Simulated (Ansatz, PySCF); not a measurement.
Zn(I)(Et) (C2H5IZn), SMILES C[CH2][Zn][I]. Atoms are numbered in the order given.

```xyz
9

Zn     0.2653    -0.8717     0.0000
I      0.2287     1.5771     0.0000
C      0.2916    -2.8232     0.0000
C     -1.0824    -3.4863     0.0000
H      0.8776    -3.1387    -0.8804
H      0.8776    -3.1387     0.8804
H     -1.6776    -3.2114     0.8852
H     -1.6776    -3.2114    -0.8852
H     -1.0010    -4.5869     0.0000
```

Coordinates come from a PBE0-D3(BJ)/def2-SVP optimisation. The structure was generated by enumeration; whether it is a known compound was not checked. The def2 effective core potentials stand for the cores of I; spin–orbit coupling is left out. One conformer was computed; it need not be the lowest.

Two levels are set side by side: PBE-D3(BJ)/def2-SVP (Ansatz, a program for electronic structure) and PBE0-D3(BJ)/def2-SVP (Ansatz). Each level has its own optimised geometry; the coordinates shown are those of the second. Frequencies come from the Hessian of PySCF at each geometry. Differences are taken from unrounded values.

```csv
quantity,PBE0-D3(BJ),PBE-D3(BJ),PBE-D3(BJ) minus PBE0-D3(BJ)
mean bond length (Å),1.430,1.438,0.008
bond Zn1–I2 (Å),2.449,2.462,0.013
bond Zn1–C3 (Å),1.952,1.954,0.002
bond C3–C4 (Å),1.526,1.533,0.007
bond C3–H5 (Å),1.104,1.112,0.008
bond C3–H6 (Å),1.104,1.112,0.008
bond C4–H7 (Å),1.102,1.109,0.008
bond C4–H8 (Å),1.102,1.109,0.008
bond C4–H9 (Å),1.104,1.112,0.008
highest harmonic wavenumber (cm⁻¹),3142,3055,-87
mean harmonic wavenumber (cm⁻¹),1366,1325,-41
zero-point energy (kcal/mol),41.00,39.78,-1.23
```

Exact exchange shortens and stiffens bonds; PBE has none. Differences between two approximate levels are no errors against the true value.
